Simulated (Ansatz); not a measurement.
Oligo(thiazole): gap (eV) against size, from Ansatz at PBE-D4/def2-SVP, gas phase, singlets. n counts repeat units. The structures are stationary points that may keep the symmetry of their start.

| species | geometry | n | 1/n | gap (eV) |
| --- | --- | --- | --- | --- |
| c1csc(-c2cnc(-c3cnc(-c4cncs4)s3)s2)n1 | PBE-D4/def2-SVP | 4 | 0.250 | 2.00 |
| c1csc(-c2cnc(-c3cnc(-c4cnc(-c5cnc(-c6cnc(-c7cncs7)s6)s5)s4)s3)s2)n1 | PBE-D4/def2-SVP | 7 | 0.143 | 1.58 |
| c1csc(-c2cnc(-c3cnc(-c4cnc(-c5cnc(-c6cnc(-c7cnc(-c8cncs8)s7)s6)s5)s4)s3)s2)n1 | PBE-D4/def2-SVP | 8 | 0.125 | 1.47 |
| c1csc(-c2cnc(-c3cnc(-c4cnc(-c5cnc(-c6cnc(-c7cnc(-c8cnc(-c9cncs9)s8)s7)s6)s5)s4)s3)s2)n1 | PBE-D4/def2-SVP | 9 | 0.111 | 1.41 |

Task: Fit a straight line in 1/n and predict the value for C30H12N10S10 (n = 10, PBE-D4/def2-SVP geometry).

Result: With x = 1/n and y = gap (eV): mean x = 0.1573, mean y = 1.615; Σ(x − x̄)(y − ȳ) = 0.05037, Σ(x − x̄)² = 0.01198; slope b = 4.205, intercept a = ȳ − b·x̄ = 0.9536. The residuals of the fitted rows reach 0.03. At x = 0.100 the line gives 0.9536 + (4.205 × 0.100) = 1.37; the run gave 1.38, 0.01 more than the line. R² of the fitted rows is 1.00. The intercept, 0.9536 eV, is the line's value for infinite size, a rough extrapolation from members this small. The gap is the Kohn–Sham HOMO–LUMO difference.
